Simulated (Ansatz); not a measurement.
Two isomers of C3H9NSi: A = `CCC(=N)[SiH3]`, B = `CC(C)=N[SiH3]`.

Gas-phase electronic energies from Ansatz, PBE0-D4/def2-TZVP geometries. CBS: MP2 limit from def2 TZ/QZ plus the TZ coupled-cluster correction, frozen cores. DFT in def2-TZVPP. B3LYP here is the variant with VWN-RPA as its local correlation; programs differ in this. Each species was taken in one conformer, which may not be the lowest.

A:

Z-matrix (Å, degrees):
```
C
C 1 1.524
H 1 1.091 2 110.8
H 1 1.093 2 111.5 3 119.6
H 1 1.092 2 111.1 3 -120.2
C 2 1.504 1 112.8 3 -179.8
H 2 1.096 1 110.6 3 57.9
H 2 1.097 1 109.1 3 -59.6
Si 6 1.902 2 119.8 1 55.3
N 6 1.271 2 125.2 1 -123.8
H 9 1.488 6 109.8 2 -82.6
H 9 1.480 6 109.5 2 156.6
H 9 1.490 6 109.8 2 35.5
H 10 1.026 6 110.9 2 0.4
```

B:

Z-matrix (Å, degrees):
```
C
C 1 1.498
H 1 1.088 2 110.6
H 1 1.095 2 110.1 3 121.5
H 1 1.095 2 110.1 3 -121.5
C 2 1.509 1 115.9 3 -179.9
N 2 1.267 1 120.1 3 0.2
H 6 1.094 2 109.8 1 -121.5
H 6 1.090 2 112.8 1 -0.2
H 6 1.094 2 109.8 1 121.0
Si 7 1.733 2 126.7 1 179.8
H 11 1.493 7 111.4 2 -62.8
H 11 1.482 7 108.6 2 177.7
H 11 1.493 7 111.9 2 58.0
```

Task: Which isomer does CCSD(T)/CBS put lower? Give the gap. (An estimate is asked.)

Result: The calculation gave: B, by 65.8 kJ/mol.

Task: Give E(B) − E(A) in kJ/mol with B2PLYP, ωB97M-V, PBE-D4, CCSD/def2-TZVPP, MP2/def2-TZVPP, B3LYP-D4, r2SCAN-D4. (Best estimate.)

Result: Computed: B2PLYP -71.0, ωB97M-V -68.6, PBE-D4 -64.6, CCSD/def2-TZVPP -65.3, MP2/def2-TZVPP -69.8, B3LYP-D4 -70.7, r2SCAN-D4 -73.2. None reverses the order clearly.

Largest T1 diagnostic: 0.012.

In def2-TZVPP, CCSD(T) changes the Hartree–Fock value by +13.5 kJ/mol (the triples alone add +1.1 kJ/mol) and MP2 by +8.0 kJ/mol.
